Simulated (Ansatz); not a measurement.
`C[Si@H](O)N[Si@@H](O)F` + `O[Si](F)(F)[SiH3]` → `C[SiH](O)[SiH3]` + `O[SiH](F)N[Si](O)(F)F`  (redistribution)

Gas-phase electronic energies from Ansatz, PBE0-D4/def2-TZVP geometries. CCSD(T)/CBS adds triple-zeta CCSD(T) − MP2 to the extrapolated MP2 energy (def2 sets, frozen cores). This one scheme is used for every species. DFT in def2-TZVPP. One conformer a species, not always the lowest.

```csv
level,ΔE (kJ/mol),difference from CCSD(T)/CBS
PBE-D4,3.1,2.5
r2SCAN-D4,-1.3,-1.9
ωB97M-V,2.8,2.2
B2PLYP,2.1,1.5
PBE,3.2,2.6
HF/def2-TZVPP,-4.6,-5.2
CCSD(T)/def2-TZVPP,-0.4,-1.0
SCS-MP2/def2-QZVPP,1.7,1.1
HF/CBS(def2),-4.8,-5.4
MP2/CBS(def2),2.6,2.0
CCSD(T)/CBS,0.6,0
```

Largest T1 diagnostic among the species: 0.013.

In def2-TZVPP, CCSD(T) changes the Hartree–Fock value by +4.2 kJ/mol (the triples alone add +1.0 kJ/mol) and MP2 by +6.2 kJ/mol. From PBE to PBE0 (25 % exact exchange), in def2-TZVPP and without D4, ΔE moves by −3.7 kJ/mol.
